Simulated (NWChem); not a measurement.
Species: C₄H₆O; SMILES C1=CCOC1

```xyz
11

C      0.0000    -0.6656     1.0457
C      0.0000     0.6656     1.0457
C      0.0000     1.1719    -0.3717
O      0.0000     0.0000    -1.1890
C      0.0000    -1.1719    -0.3717
H      0.0000    -1.3178     1.9126
H      0.0000     1.3178     1.9126
H      0.8867     1.7857    -0.6002
H     -0.8867     1.7857    -0.6002
H      0.8867    -1.7857    -0.6002
H     -0.8867    -1.7857    -0.6002
```
Atoms are numbered in this order, from 1.

Results from NWChem. Medium grid unless said otherwise, to which SCAN and Minnesota functionals are sensitive. Structure relaxed at the B3LYP/6-31G* (spherical d) level.

Task: Among these, which level gives the lowest value of “dipole (D)”?
A) CAM-B3LYP/def2-TZVP
B) PBE/def2-TZVP
C) M06-2X/def2-TZVP
D) B3LYP/def2-TZVP

Result: B, PBE/def2-TZVP. Values: PBE/def2-TZVP 1.52; B3LYP/def2-TZVP 1.63; M06-2X/def2-TZVP 1.67; CAM-B3LYP/def2-TZVP 1.69
